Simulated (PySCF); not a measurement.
## Mass spectrum arithmetic for 2-(methylthio)benzonitrile

Species: `CSc1ccccc1C#N` (2-(methylthio)benzonitrile).

Calculated from isotope tables alone.

**Question.** Molar mass and exact mass?

**Answer.** For C8H7NS, with standard atomic weights, 8 × 12.011 + 1 × 32.060 + 1 × 14.007 + 7 × 1.008 = 149.211 g/mol. From the most abundant isotopes (12C, 32S, 14N, 1H), 8 × 12.000000 + 1 × 31.972071 + 1 × 14.003074 + 7 × 1.007825 = 149.0299 u.

**Question.** What cluster does the molecular ion M+• show when like nominal masses merge?

**Answer.** 
```tsv
nominal mass	m/z (centroid)	relative intensity
149	149.0294	100.0
150	150.0322	9.9
151	151.0260	5.0
152	152.0285	0.4
```

Cut off at 0.1 %. One electron mass, 0.00055 u, is taken off. Abundances used (%; other tables differ somewhat): 12C 98.93, 13C 1.07; 32S 94.93, 33S 0.76, 34S 4.29, 36S 0.02; 14N 99.632, 15N 0.368; 1H 99.9885, 2H 0.0115.

**Question.** Which m/z would the protonated, sodiated and deprotonated molecule have?

**Answer.** [M+H]+ 150.0372, [M+Na]+ 172.0191, [M−H]− 148.0226, for the monoisotopic species (arithmetic only; whether such ions form is another matter).

**Question.** Resolve the fine structure: one atom at a time replaced by a minor isotope.

**Answer.** Intensity in % of the monoisotopic species:

```csv
isotope,mass shift (u),m/z,intensity (%)
15N,+0.99703,150.0264,0.37
33S,+0.99939,150.0288,0.80
13C,+1.00335,150.0327,8.65
2H,+1.00628,150.0356,0.08
34S,+1.99580,151.0252,4.52
36S,+3.99501,153.0244,0.02
```

Species under 0.02 % are left out.

**Question.** What share of all molecules is the monoisotopic species?

**Answer.** 0.9893^8 × 0.9493 × 0.99632 × 0.999885^7 = 86.71 %.

**Question.** What is the composition by mass?

**Answer.** C 64.40 %, S 21.49 %, N 9.39 %, H 4.73 %.

**Question.** Count the protons, neutrons and electrons of the monoisotopic species, and give its exact less its nominal mass.

**Answer.** 78 protons, 71 neutrons and 78 electrons; 149.0299 − 149 = +0.0299 u.
